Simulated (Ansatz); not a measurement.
Zn8Te7Cl2, relaxed as a singlet with RKS PBE-D4/def2-SVP in Ansatz, starting from the GFN1-xTB geometry. Force threshold 0.03 eV/Å.

In the def2 sets Te takes a core potential; there is no spin–orbit coupling. Single mean-field runs in def2-SVP are fitted with def2-universal-jkfit.

Start:

```
atom   x (Å)   y (Å)   z (Å)
 Te1  -5.709  -2.046  -1.474
 Te2  -2.739  -4.921   1.240
 Te3  -1.719  -0.265   0.103
 Te4   2.266   1.110  -0.262
 Te5   1.875  -3.316   0.533
 Te6   2.669   5.488   1.403
 Te7   6.486   3.243  -0.958
 Zn8  -3.663  -0.497  -1.627
 Zn9  -2.637  -2.314   1.140
Zn10   1.572   3.279   1.130
Zn11  -4.469  -3.867  -0.440
Zn12  -0.179  -4.577   0.819
Zn13   0.886  -0.965   0.098
Zn14   4.702   1.557  -0.752
Zn15   4.635   4.576   0.214
Cl16  -3.613   0.925  -3.303
Cl17  -0.362   2.590   2.136
```

**Question.** Estimate the energy that the relaxation releases and the steps that it takes.

**Answer.** 4.50 eV, in 51 steps; 4 min on 2 threads of AMD EPYC 7R13 on a shared host and a share (18 GiB) of an NVIDIA H100 80GB HBM3. No frequencies were taken in this run, so the end may be a saddle point.

**Question.** Does the start keep its bonding?

**Answer.** Bonds formed: Te1–Zn9, Te3–Zn12, Te5–Zn11, Te5–Zn14, Zn12–Cl17, Zn13–Cl16 (atoms count from 1). Metal–metal contacts that move far: Zn8–Zn13 4.89 to 2.75 Å.

**Question.** Predict the relaxed structure.

**Answer.** 
```xyz
17

Te   -3.4232   -3.5480   -0.9960
Te   -1.0474   -2.7204    2.5453
Te   -2.8406    0.6717    0.2774
Te    0.9749    2.4056   -1.7146
Te    0.6986   -1.6403   -1.3385
Te    3.0174    4.4390    1.9420
Te    4.6172   -0.0210    0.4925
Zn   -3.0042   -1.1216   -1.7129
Zn   -3.0288   -1.8822    1.0715
Zn    1.3370    2.9303    0.8079
Zn   -0.9441   -3.2283   -0.0357
Zn   -0.4196   -0.6145    1.0041
Zn   -0.8310    0.5624   -1.6752
Zn    2.4010    0.4453   -0.6084
Zn    4.0796    2.2603    1.3420
Cl   -2.2590    0.0104   -3.5581
Cl    0.6721    1.0513    2.1567
```
Bond lengths (bridged metal pairs left out): 21 × Te–Zn 2.49 to 2.84 Å; 4 × Cl–Zn 2.29 to 2.43 Å.
